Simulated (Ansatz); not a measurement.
CH4NOSb can be A, `O=C[NH][SbH2]`, or B, `C=[N][SbH][OH]`.

Calculated with Ansatz (gas phase, PBE0-D4/def2-TZVP geometries, no zero-point term in ΔE). CCSD(T)/CBS adds triple-zeta CCSD(T) − MP2 to the extrapolated MP2 energy (def2 sets, frozen cores). DFT in def2-TZVPP. B3LYP here is the variant with VWN-RPA as its local correlation; programs differ in this. Elements past krypton have def2 core potentials. For Sb outer-core shells are correlated without core-valence functions, which leaves a few kJ/mol of doubt a bond. One conformer a species, not always the lowest.

Problem. Which is lower in electronic energy at CCSD(T)/CBS, and by how much? (Best estimate.)

Solution. The calculation gave: A, by 33.6 kJ/mol.

Problem. Give E(B) − E(A) in kJ/mol with B3LYP-D4, HF/def2-TZVPP, BLYP-D4, ωB97M-V, B2PLYP, CCSD/def2-TZVPP, CCSD(T)/def2-TZVPP. (An estimate is asked.)

Solution. The calculation gave: B3LYP-D4 48.6, HF/def2-TZVPP 54.7, BLYP-D4 44.6, ωB97M-V 49.3, B2PLYP 44.5, CCSD/def2-TZVPP 42.7, CCSD(T)/def2-TZVPP 41.5. None reverses the order clearly.

Problem. Does the order hold for the free energy at 298.15 K (harmonic terms from PBE0-D4)? (An estimate is asked.)

Solution. Ansatz gave: Yes: G(B) − G(A) = +37.2 kJ/mol, for one conformer each.

Largest T1 diagnostic: 0.017.

In def2-TZVPP, CCSD(T) changes the Hartree–Fock value by −13.2 kJ/mol (the triples alone add −1.2 kJ/mol) and MP2 by −14.1 kJ/mol. From r2SCAN to r2SCAN0 (25 % exact exchange), in def2-TZVPP and without D4, E(B) − E(A) moves by +3.3 kJ/mol.
